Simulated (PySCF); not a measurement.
C$_{3}$H$_{5}$O (SMILES [CH2]C(C)=O), doublet, at a GFN2-xTB geometry; BLYP/6-31G** in PySCF.

The PySCF input:
```python
from pyscf import gto, scf, dft

mol = gto.M(
    atom='''
C     1.23934433    0.17190487    0.63842054
C     0.06380250   -0.08707201   -0.11758676
C    -1.21885315    0.50306017    0.42635831
O     0.08621174   -0.75116388   -1.15254531
H     1.20948174    0.75363218    1.54197258
H     2.18364825   -0.22055962    0.30383454
H    -1.40875201    0.11743875    1.42591643
H    -2.04962241    0.24579541   -0.22437056
H    -1.13021151    1.58564619    0.48985697
''',
    basis='6-31g**',
    spin=1,
    verbose=4,
)

mf = dft.UKS(mol)
mf.xc = 'blyp'
mf.kernel()
```

The log (banner, timings and long lists left out):

```
PySCF version 2.14.0

[INPUT] verbose = 4
[INPUT] num. atoms = 9
[INPUT] num. electrons = 31
[INPUT] charge = 0
[INPUT] spin (= nelec alpha-beta = 2S) = 1
[INPUT] symmetry False subgroup None
[INPUT] Mole.unit = angstrom
[INPUT] Symbol           X                Y                Z      unit          X                Y                Z       unit  Magmom
[INPUT]  1 C      1.239344330000   0.171904870000   0.638420540000 AA    2.342021357733   0.324853123779   1.206439972897 Bohr   0.0
[INPUT]  2 C      0.063802500000  -0.087072010000  -0.117586760000 AA    0.120569251063  -0.164542252015  -0.222206772275 Bohr   0.0
[INPUT]  3 C     -1.218853150000   0.503060170000   0.426358310000 AA   -2.303298639563   0.950645945477   0.805700436832 Bohr   0.0
[INPUT]  4 O      0.086211740000  -0.751163880000  -1.152545310000 AA    0.162916577322  -1.419494007866  -2.177994982052 Bohr   0.0
[INPUT]  5 H      1.209481740000   0.753632180000   1.541972580000 AA    2.285589241262   1.424158418859   2.913905867789 Bohr   0.0
[INPUT]  6 H      2.183648250000  -0.220559620000   0.303834540000 AA    4.126497144886  -0.416797275938   0.574164067783 Bohr   0.0
[INPUT]  7 H     -1.408752010000   0.117438750000   1.425916430000 AA   -2.662155476331   0.221927073911   2.694591529218 Bohr   0.0
[INPUT]  8 H     -2.049622410000   0.245795410000  -0.224370560000 AA   -3.873225013671   0.464486007575  -0.423998908815 Bohr   0.0
[INPUT]  9 H     -1.130211510000   1.585646190000   0.489856970000 AA   -2.135790216731   2.996437029560   0.925695513509 Bohr   0.0

nuclear repulsion = 112.599329029396
number of shells = 39
number of NR pGTOs = 143
number of NR cGTOs = 81
basis = 6-31g**
ecp = {}

******** <class 'pyscf.dft.uks.UKS'> ********
method = UKS
initial guess = minao
damping factor = 0
level_shift factor = 0
DIIS = <class 'pyscf.scf.diis.CDIIS'>
diis_start_cycle = 1
diis_space = 8
diis_damp = 0
SCF conv_tol = 1e-09
SCF conv_tol_grad = None
SCF max_cycles = 50
direct_scf = True
direct_scf_tol = 1e-13
number electrons alpha = 16  beta = 15
XC library pyscf.dft.libxc version 7.1.2
    S. Lehtola, C. Steigemann, M. J. T. Oliveira, and M. A. L. Marques,  SoftwareX 7, 1–5 (2018)
XC functionals = blyp
    A. D. Becke,  Phys. Rev. A 38, 3098 (1988)
    C. Lee, W. Yang, and R. G. Parr,  Phys. Rev. B 37, 785 (1988)
    B. Miehlich, A. Savin, H. Stoll, and H. Preuss,  Chem. Phys. Lett. 157, 200 (1989)
radial grids:
    Treutler-Ahlrichs [JCP 102, 346 (1995); DOI:10.1063/1.469408] (M4) radial grids

becke partition: Becke, JCP 88, 2547 (1988); DOI:10.1063/1.454033
pruning grids: <function nwchem_prune>
grids dens level: 3
symmetrized grids: False
atomic radii adjust function: <function treutler_atomic_radii_adjust>
small_rho_cutoff = 0
Set gradient conv threshold to 3.16228e-05
tot grids = 105480
init E= -192.658671524597

cycle= 1 E= -192.235503828161  delta_E= 0.423  |g|= 0.64  |ddm|= 2.01
cycle= 2 E= -190.153793884893  delta_E= 2.08  |g|= 2.02  |ddm|= 4.13
cycle= 3 E= -192.361895924745  delta_E= -2.21  |g|= 0.304  |ddm|= 3.91
cycle= 4 E= -192.403466464866  delta_E= -0.0416  |g|= 0.169  |ddm|= 0.465
cycle= 5 E= -192.417642188244  delta_E= -0.0142  |g|= 0.0227  |ddm|= 0.134
cycle= 6 E= -192.417896042891  delta_E= -0.000254  |g|= 0.0112  |ddm|= 0.0331
cycle= 7 E= -192.417965992555  delta_E= -6.99e-05  |g|= 0.00278  |ddm|= 0.0192
cycle= 8 E= -192.417972422741  delta_E= -6.43e-06  |g|= 0.000976  |ddm|= 0.00523
cycle= 9 E= -192.41797278628  delta_E= -3.64e-07  |g|= 0.000719  |ddm|= 0.00163
cycle= 10 E= -192.417973095029  delta_E= -3.09e-07  |g|= 0.00021  |ddm|= 0.00099
cycle= 11 E= -192.417973115343  delta_E= -2.03e-08  |g|= 5.74e-05  |ddm|= 0.000256
cycle= 12 E= -192.417973117089  delta_E= -1.75e-09  |g|= 1.39e-05  |ddm|= 7.17e-05
cycle= 13 E= -192.417973117249  delta_E= -1.6e-10  |g|= 2.7e-06  |ddm|= 2.38e-05
Extra cycle  E= -192.417973117245  delta_E= 4.55e-12  |g|= 4.39e-06  |ddm|= 6.29e-06
converged SCF energy = -192.417973117245  <S^2> = 0.75692726  2S+1 = 2.0069153
```
